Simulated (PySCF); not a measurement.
# Correlation energy of Te³⁺ (tellurium, charge +3)

Starting occupation: [Kr] 4d10 5s2 5p1, 5p3/2 with m_j = +3/2. Computed with PySCF 2.14 in x2c-QZVPPall-2c (13s13p9d4f1g, 134 functions), with X2C-1e with screened-nucleus spin-orbit coupling, Gaussian nucleus. Frozen: [Ar] 3d10; 21 electrons correlated; the 30 highest virtual spinors left out.

MP2 pair energies summed by pair of shells (mhartree):

```csv
pair,energy,share (%)
4d3/2-4d5/2,-164.17,23.0
4d5/2-4d5/2,-119.65,16.7
4d5/2-5s1/2,-53.77,7.5
4d3/2-4d3/2,-52.88,7.4
4d5/2-4p3/2,-44.37,6.2
4d3/2-5s1/2,-35.62,5.0
4d3/2-4p3/2,-30.84,4.3
4d5/2-4p1/2,-23.68,3.3
5s1/2-5s1/2,-21.02,2.9
5p3/2-5s1/2,-19.77,2.8
4p3/2-4p3/2,-18.73,2.6
4p1/2-4p3/2,-18.16,2.5
4d5/2-4s1/2,-17.90,2.5
4d5/2-5p3/2,-15.48,2.2
4d3/2-4p1/2,-15.12,2.1
4d3/2-4s1/2,-12.09,1.7
4p3/2-4s1/2,-10.60,1.5
4d3/2-5p3/2,-10.00,1.4
4p3/2-5s1/2,-7.87,1.1
4p1/2-4s1/2,-5.57,0.8
4p1/2-4p1/2,-5.16,0.7
4p1/2-5s1/2,-3.67,0.5
4s1/2-4s1/2,-3.53,0.5
4p3/2-5p3/2,-2.35,0.3
4s1/2-5s1/2,-1.48,0.2
4p1/2-5p3/2,-1.18,0.2
4s1/2-5p3/2,-0.46,0.1
```

Total MP2 correlation energy: -715.12 mhartree.

This basis was not built for core-valence correlation, so the inner-shell part is incomplete.
